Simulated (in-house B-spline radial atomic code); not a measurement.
## Ionising neutral ruthenium with different functionals

Computed with a B-spline radial code for spherical atoms: four-component Dirac-Coulomb Hamiltonian, Fermi nucleus of rms radius 4.4809 fm, spin-restricted, spherical fractional occupations for the functionals. The ionisation energy is the difference of two self-consistent energies, [Kr] 4d7 5s1 → [Kr] 4d7, without Breit or QED terms; ε is the level of the shell that loses the electron (mean over j).

Hybrids are left out here: with spherical fractional occupations of an open shell their exact exchange keeps a self-interaction that integer-occupation calculations don't have.

| method | rung | ΔSCF (eV) | -ε(5s) (eV) |
| --- | --- | --- | --- |
| LDA VWN5 | LDA | 7.61 | 4.51 |
| relativistic LDA | LDA | ? | ? |
| LDA PW92 | LDA | 7.61 | 4.51 |
| LDA exchange-only | LDA | 6.67 | 3.62 |
| PBE | GGA | 7.29 | 4.24 |
| PBEsol | GGA | 7.30 | 4.27 |
| BLYP | GGA | 7.37 | 4.24 |
| RPBE | GGA | ? | ? |
| PW91 | GGA | 7.35 | 4.30 |
| BP86 | GGA | 7.47 | 4.43 |
| AM05 | GGA | 7.25 | 4.21 |
| OLYP | GGA | 6.93 | 3.86 |

Q: What does RPBE give?

A: ΔSCF 7.17 eV, and -ε(5s) = 4.13 eV.

Q: What does relativistic LDA give?

A: ΔSCF 7.58 eV, and -ε(5s) = 4.49 eV.

Q: How do they compare with the NIST value?

A: NIST lists 7.361 eV (measured, ground level to ground level). Errors run from -0.69 to +0.25 eV; BLYP is closest (+0.01 eV), but part of that can be cancellation, since the calculations leave out Breit-QED terms, spin polarisation, the choice among j levels, multiplet and fine-structure energies.
